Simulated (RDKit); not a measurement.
A run for RDKit: MMFF94 on C2H3N (SMILES CC#N).

```python
from rdkit import Chem
from rdkit.Chem import AllChem, rdDetermineBonds

blocks = [
'''6

C     0.26675822   -0.84860920    4.40908252
C     0.26171059   -0.38812259    3.03153117
N     0.25803123   -0.02411345    1.94358457
H    -0.42718583   -1.68109459    4.52621764
H     1.26733008   -1.17983737    4.68745030
H    -0.03593447   -0.03916888    5.07353538
''',
]
mol = None
for b in blocks:
    f = Chem.MolFromXYZBlock(b)
    rdDetermineBonds.DetermineBonds(f, charge=0)
    mol = f if mol is None else Chem.CombineMols(mol, f)
Chem.SanitizeMol(mol)
print(Chem.MolToSmiles(Chem.RemoveHs(mol)))
ff = AllChem.MMFFGetMoleculeForceField(mol, AllChem.MMFFGetMoleculeProperties(mol), nonBondedThresh=100.0, ignoreInterfragInteractions=False)
e = ff.CalcEnergy()
print(f'MMFF94 energy {e:.6f} kcal/mol')
```

It printed:

```
CC#N
MMFF94 energy 0.348723 kcal/mol
```

The run finished.

Cost: around 0.06 core-seconds (rough).
